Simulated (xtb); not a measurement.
Input for xtb: GFN1-xTB on C3H9B (SMILES BC(C)C), a point of a torsion scan.

```
$ xtb mol.xyz --gfn 1 --sp --chrg 0 --uhf 0
13

B     -0.28970504     1.61247498     0.20295293
C      0.10476602     0.09364022     0.32476568
C     -1.06785067    -0.89320423     0.26584850
C      1.21386234    -0.36588668    -0.62972829
H      0.49223137     2.39367939    -0.17751453
H     -1.34635509     1.97530954     0.54696251
H      0.51796826     0.03509012     1.34626478
H     -0.75025805    -1.89399618     0.55586808
H     -1.46741969    -0.94116258    -0.74482583
H     -1.86760459    -0.58360694     0.93418939
H      0.86183038    -0.32997522    -1.65859435
H      1.51549534    -1.38961354    -0.41125451
H      2.08756329     0.27548620    -0.54583167
```

Problem. Predict the final total energy.

Solution. -12.5661 hartree.
